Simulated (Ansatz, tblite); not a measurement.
Cost and result up the ladder for SiHCl3 (5 atoms). The state is a singlet with charge 0. Geometry: r2SCAN-D4/def2-SVP.

Cartesian coordinates in Å:
```
Si -0.028 0.098 -0.061
H -0.372 1.316 -0.817
Cl 1.941 0.170 0.503
Cl -0.335 -1.552 -1.236
Cl -1.206 -0.032 1.611
```

Ansatz on 2 threads of Arm Neoverse V1 on a shared host; xTB runs through tblite on one thread. Times are rough, summed over both states, and most runs start from the orbitals of an earlier one. r2SCAN0-D4/def2-TZVP serves as the yardstick here, not as an exact answer. The other state is a doublet.

The xTB rows come from tblite. HSE06 is defined as in plane-wave codes, on full-range PBE exchange. Correlated methods freeze 20 core orbitals. In CCSD on the charge 1 doublet the largest single amplitude is 0.35, so its Hartree–Fock determinant may place the open shell otherwise than the density functionals do. HOMO above LUMO, or a gap near zero within one spin, warns that the state may not be the lowest or that an electron is smeared out.

Run but left out: HF/def2-TZVPP, MP2/def2-TZVPP (charge +1 doublet: a determinant that CCSD turns far, T1 0.065).

Correlated methods converge slowly with the basis.

Raw xTB energies of ions are shifted by several eV.

| level | functions | vertical IE (eV) | difference from r2SCAN0-D4/def2-TZVP (eV) | remarks |
| --- | --- | --- | --- | --- |
| PBE0-D4/def2-TZVP (with forces) | 154 | 11.47 | -0.17 | – |
| GFN1-xTB | 38 | 15.05 | 3.40 | – |
| GFN2-xTB | 37 | 14.83 | 3.19 | – |
| r2SCAN-D4/def2-TZVP (with forces) | 154 | 11.21 | -0.43 | – |
| r2SCAN0-D4/def2-TZVP | 154 | 11.64 | 0.00 | – |
| revPBE-D4/def2-TZVP | 154 | 10.90 | -0.74 | gap within one spin near zero (+1 doublet) |
| PBE-D4/def2-TZVP | 154 | 10.92 | -0.72 | gap within one spin near zero (+1 doublet) |
| r2SCANh-D4/def2-TZVP | 154 | 11.39 | -0.26 | – |
| B97M-V/def2-TZVP | 154 | 11.32 | -0.32 | – |
| HSE06-D4/def2-TZVP | 154 | 11.44 | -0.21 | – |
| CCSD(T)/def2-TZVPP | 182 | 11.93 | 0.29 | large T1 (0.065) (+1 doublet) |

Task: Estimate how long each takes.

Result: GFN2-xTB 0.01 s; GFN1-xTB 0.017 s; revPBE-D4/def2-TZVP 9.9 s; PBE-D4/def2-TZVP 9.9 s; HSE06-D4/def2-TZVP 12 s; PBE0-D4/def2-TZVP (with forces) 18 s; r2SCAN-D4/def2-TZVP (with forces) 26 s; r2SCANh-D4/def2-TZVP 30 s; r2SCAN0-D4/def2-TZVP 32 s; B97M-V/def2-TZVP 46 s; CCSD(T)/def2-TZVPP 4.4 min. On shared hardware such times vary by a factor of up to 3.
